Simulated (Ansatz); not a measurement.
`O[SiH2][SiH2]Cl` + `C[SiH](N)Cl` → `C[SiH](Cl)N[SiH2]Cl` + `O[SiH3]`  (cleavage of the Si–Si bond)

Calculated with Ansatz (gas phase, PBE0-D4/def2-TZVP geometries, no zero-point term in ΔE). CCSD(T)/CBS is the MP2 limit (def2-TZVPP, def2-QZVPP) plus CCSD(T) − MP2 in def2-TZVPP, frozen cores. Each species was taken in one conformer, which may not be the lowest.

```json
{"species": "`O[SiH2][SiH2]Cl`", "CCSD(T)/CBS(def2) energy (Eh)": "-1116.20195"}
{"species": "`C[SiH](N)Cl`", "CCSD(T)/CBS(def2) energy (Eh)": "-845.32705"}
{"species": "`C[SiH](Cl)N[SiH2]Cl`", "CCSD(T)/CBS(def2) energy (Eh)": "-1594.86799"}
{"species": "`O[SiH3]`", "CCSD(T)/CBS(def2) energy (Eh)": "-366.69042"}
```

**Question.** Work out ΔE.

**Answer.** ΔE = (-1594.86799) + (-366.69042) − (-1116.20195) − (-845.32705) = -0.02941 Eh = -77.2 kJ/mol.

Largest T1 diagnostic among the species: 0.011.

From PBE to PBE0 (25 % exact exchange), in def2-TZVPP and without D4, ΔE moves by −7.9 kJ/mol. The D4 term adds −6.6 kJ/mol with B3LYP and −4.0 kJ/mol with PBE0; it sums over pairs of atoms, weighted by their polarisabilities, and B3LYP, whose exchange is more repulsive, gets the larger term.

B3LYP here is the variant with VWN-RPA as its local correlation; programs differ in this.
